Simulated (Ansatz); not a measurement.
The same path of Cl3FH2HfO (8 atoms, charge 0, multiplicity 1) was run 3 times with different band settings. Lost on the way: Cl7–H8. Made: F2–H8.

Theory: Ansatz 0.2.0, RKS PBE-D4/def2-SVP.

Relaxed end points:

```xyz
8
Properties=species:S:1:pos:R:3
Hf -0.061 -0.125 -0.040
F -0.137 0.036 1.895
Cl 2.030 0.378 -1.036
O -1.148 1.332 -0.581
H -1.689 2.052 -0.931
Cl -1.185 -1.994 -0.967
Cl 1.573 -2.300 1.365
H 1.091 -1.617 2.370
```

```xyz
8
Properties=species:S:1:pos:R:3
Hf 0.125 -0.531 -0.224
F 0.980 0.358 1.835
Cl 2.158 0.242 -1.142
O -1.201 0.820 -0.080
H -1.876 1.510 -0.122
Cl -0.698 -1.870 -1.973
Cl 0.134 -2.260 1.519
H 0.852 -0.508 2.261
```

Common settings: spring 5.0 eV/Å²; optimiser quadratic models (default); force threshold 0.05 eV/Å; iteration limit 60; end points relaxed.

| run | movable images | climbing image | start path |
| --- | --- | --- | --- |
| 1 | 5 | yes | through a guess of the saddle point |
| 2 | 6 | no | through a guess of the saddle point |
| 3 | 5 | yes | straight line |

What does each run give, and how far can it be trusted?

Run 1: converged after 17 iterations, highest image 0.191 eV above the first end. A vibrational analysis at the climbing image gives one clearly imaginary mode, 176i cm⁻¹: a first-order saddle point.
Run 2: converged after 18 iterations, highest image 0.197 eV above the first end. No image climbed, so the highest image needn't sit at the top of the path.
Run 3: converged after 31 iterations, highest image 0.191 eV above the first end. Another band between the same ends (5 images) ends at a top of the same energy, where a vibrational analysis finds 1 clearly imaginary mode.
The orbitals stay closed-shell, which can raise the energy where a bond breaks towards radicals; this wasn't checked here.
